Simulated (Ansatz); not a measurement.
H2P (SMILES [PH2]), charge 0, multiplicity 2, relaxed at each level with Ansatz (a quantum-chemistry and plane-wave program); harmonic frequencies from differences of analytic forces, average atomic masses, frozen cores. Open shells are unrestricted.

Q: Give the equilibrium geometry, the harmonic frequencies and the zero-point energy at MP2/cc-pV(T+d)Z.

A: 
(charge 0, multiplicity 2):
```xyz
3

P      0.000     0.110     0.000
H     -1.012    -0.875     0.000
H      1.019    -0.868     0.000
```
Frequencies (cm⁻¹): 1147, 2461, 2471. Zero-point energy 8.69 kcal/mol.

Q: Give the equilibrium geometry, the harmonic frequencies and the zero-point energy at CCSD(T)/cc-pV(T+d)Z.

A: 
(charge 0, multiplicity 2):
```
atom    x (Å)    y (Å)   z (Å)
----  -------  -------  ------
P     -0.0004   0.1143  0.0000
H     -1.0169  -0.8770  0.0000
H      1.0231  -0.8697  0.0000
```
Frequencies (cm⁻¹): 1128, 2390, 2397. Zero-point energy 8.46 kcal/mol.
